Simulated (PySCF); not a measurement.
A run for PySCF: R-MP2/6-31G* on CH5FOSi (SMILES CO[SiH2]F).

```python
from pyscf import gto, scf, dft, mp
from pyscf.data.elements import chemcore

mol = gto.M(
    atom='''
    C    -1.39334346    0.10524616   -0.07337947
    O    -0.20328262    0.07333913    0.69973690
    Si    1.30854467   -0.09537292    0.11874842
    F     2.28103731   -0.05610518    1.38189427
    H    -2.23120981    0.24360704    0.60836888
    H    -1.53647099   -0.83163871   -0.61971118
    H    -1.38124066    0.93431456   -0.78706858
    H     1.48553553   -1.39917367   -0.55464290
    H     1.67043004    1.02578358   -0.77394634
    ''',
    basis='6-31g*',
    cart=True,
    charge=0, spin=0, verbose=3, max_memory=1800)
mf = scf.RHF(mol)
mf.conv_tol = 1e-8
mf.max_cycle = 100
mf.kernel()
if not mf.converged:
    mf = mf.newton().run(mf.mo_coeff, mf.mo_occ)
pt = mp.MP2(mf, frozen=chemcore(mol)).run()
```

It printed:

```
converged SCF energy = -504.086270527911
E(RMP2) = -504.643356469223  E_corr = -0.557085941312355
E(SCS-RMP2) = -504.632268855519  E_corr = -0.545998327608192
```

Self-consistency was reached.

Cost: around 1.7 core-seconds (rough).
